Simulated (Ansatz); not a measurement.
`F/C=C\C=C(F)F` and `OC=C(F)F` differ in one atom or group.

Ansatz, PBE0-D4/def2-TZVP geometries, multiplicity 1. Each molecule was computed in one conformer, which needn't be the lowest.

```tsv
property	`F/C=C\C=C(F)F`
HOMO–LUMO gap (B3LYP/def2-TZVPP) / eV	5.59
HOMO–LUMO gap (PBE/def2-TZVPP) / eV	3.99
LUMO energy (B3LYP/def2-TZVPP) / eV	-0.94
LUMO energy (PBE0/def2-TZVPP) / eV	-0.69
HOMO–LUMO gap (ωB97M-V/def2-TZVPP) / eV	10.24
LUMO energy (PBE/def2-TZVPP) / eV	-1.58
```

What does the change do to each property? (Estimate.)

The calculation gave: 
```csv
property,`OC=C(F)F`,shift
HOMO–LUMO gap (B3LYP/def2-TZVPP) / eV,6.86,1.27
HOMO–LUMO gap (PBE/def2-TZVPP) / eV,5.18,1.19
LUMO energy (B3LYP/def2-TZVPP) / eV,0.23,1.17
LUMO energy (PBE0/def2-TZVPP) / eV,0.64,1.33
HOMO–LUMO gap (ωB97M-V/def2-TZVPP) / eV,11.25,1.01
LUMO energy (PBE/def2-TZVPP) / eV,-0.28,1.30
```

With PBE0 the HOMO falls by 0.12 eV and the LUMO rises by 1.33 eV, so the gap widens by about 1.45 eV. PBE moves the HOMO by 0.12 eV and ωB97M-V by -0.29 eV. The zero-point energy changes by -57.3 kJ/mol with -9 modes.

B3LYP here is the variant with VWN-RPA as its local correlation; programs differ in this.
